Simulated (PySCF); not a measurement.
# [BiI2]+ relaxed at several levels

Computed with PySCF 2.14.0, def2-SVP on the ligands, density fitting, scalar-relativistic core potentials, no spin-orbit coupling, vacuum. Each row is relaxed at its own level from the same template. Distances are means of the shortest metal–ligand contacts, charges and spins Mulliken's; removal energies are rigid, with the ligand's formal charge and no counterpoise, so too large; for an anion taken off a cation in vacuum most of it is the attraction of opposite charges, and multiply charged cations can part far more cheaply with an electron moved from ligand to metal.

```csv
level,basis on the metal,point group,M–I (Å),charge on M (e),HOMO–LUMO gap (eV),removal of one I (eV),"strongest infrared band, degenerate modes summed (cm⁻¹)",unstable modes (below −25 cm⁻¹)
r2SCAN,def2-SVP with ECP60,C2v,2.733,0.77,1.70,13.64,–,not given
```

**Question.** What does the calculation give for PBE0, def2-SVP with ECP60?

**Answer.** point group: C2v, M–I (Å): 2.719, charge on M (e): 0.78, HOMO–LUMO gap (eV): 3.06, removal of one I (eV): 13.58, strongest infrared band, degenerate modes summed (cm⁻¹): 202, unstable modes (below −25 cm⁻¹): 0.
```xyz
3

Bi    0.0000    0.0000   -0.9840
I     2.1377    0.0000    0.6955
I    -2.1377    0.0000    0.6955
```

One start shape was tried for each, so a minimum needn't be the lowest isomer.
